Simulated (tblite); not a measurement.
C5H9FSi2.
Geometry (GFN2-xTB, Å), atoms numbered from 1 in this order:
```
atom  x, y, z in Å
C1     2.3307   -0.4889   -0.8410
C2     0.9681   -0.2980   -0.2445
C3     0.2549   -1.3242    0.2256
Si4   -1.4620   -1.2028    0.9756
C5    -2.2372    0.4392    0.4748
C6    -1.5419    1.4773    0.0151
Si7    0.3203    1.4714   -0.1874
F8     0.6673    2.1731   -1.6113
H9     3.0734    0.0533   -0.2562
H10    2.3541   -0.0837   -1.8519
H11    2.6094   -1.5412   -0.8740
H12    0.6888   -2.3191    0.1651
H13   -2.3001   -2.3064    0.4806
H14   -1.3840   -1.2687    2.4452
H15   -3.3155    0.5269    0.5618
H16   -2.0622    2.3894   -0.2615
H17    1.0288    2.3143    0.7743
```

All values are computed: GFN2-xTB (tblite) harmonic vibrations without scaling, gas phase. Against measured fundamentals such values can be off by several per cent, at times by over 20. Modes of hydrogen on silicon can be 10 to 20 % off. One conformer, not necessarily the lowest.

Harmonic wavenumbers (cm⁻¹): 35.2, 130.4, 149.3, 161.2, 173.3, 235.0, 285.9, 293.2, 385.3, 394.8, 480.2, 504.9, 556.5, 581.6, 608.5, 648.4, 667.7, 690.4, 737.7, 768.1, 777.0, 804.0, 827.1, 838.4, 962.7, 1019.3, 1026.1, 1125.5, 1163.6, 1291.3, 1329.0, 1398.6, 1477.3, 1483.0, 1631.6, 1643.8, 2170.1, 2190.1, 2260.7, 2983.6, 2989.3, 2996.9, 3009.0, 3011.9, 3015.6.

A = 2005, B = 1253, C = 817.1 MHz; mass 144.023 u (most abundant isotopes); point group C1, symmetry number 1.

What is the zero-point energy?

½Σν̃ = 25957 cm⁻¹ = 310.51 kJ/mol.

Give the ideal-gas entropy at 273.15 K and 1 bar in the rigid-rotor, harmonic-oscillator model (classical rotation).

Translation 169.02, rotation 122.08, vibration 107.82: S = 398.9 J/(mol K).

And Cp and H(273.15 K) − H(0)?

Cp = 158.12 J/(mol K), of which vibrations give 124.86 (their classical limit is 45 R = 374.2); H(273.15 K) − H(0) = 25.43 kJ/mol without the zero-point energy, 16.34 from vibrations.

How do the functions run with temperature in this model?

```
T (K)  S (J/(mol K))  Cp (J/(mol K))  H − H(0) (kJ/mol)  G − H(0) (kJ/mol)  ln q(vib)
  100          288.1            75.2               5.14             -23.67       1.48
  200          355.1           123.9              15.09             -55.94       3.88
  300          414.3           169.7              29.83             -94.46       6.48
  500          518.0           237.0              71.00            -187.99      11.79
  800          643.7           296.8             151.92            -363.00      19.26
 1000          712.8           322.2             213.95            -498.81      23.79
```

q(vib) and H(0) count from the zero-point level.

Blend soft modes into free rotors: weight 1/[1 + (100 cm⁻¹/ν̃)⁴] for the oscillator and the rest for a rotor with moment μB/(μ + B), μ = h/(8π²ν), B = 10⁻⁴⁴ kg m². What vibrational entropy results?

101.18 J/(mol K) in place of 107.82, which changes −T·S at 273.15 K by +1.81 kJ/mol.

What must be added to the electronic energy to get the Gibbs energy at 273.15 K and 1 bar?

ZPE + [H(273.15 K) − H(0)] − T·S = 310.51 + 25.43 − 108.96 = 226.98 kJ/mol.

Hindered rotation and anharmonicity are outside this model. Other conformers, if any are populated, would add a mixing term that is left out. The structure is chiral; the term R ln 2 for an equal mix with its mirror image is left out.

The run took 0.73 s wall on one thread, Arm Neoverse V1 (aarch64), shared host with 32 logical CPUs at a one-minute load of 19. This covers the Hessian and the dipole derivatives.
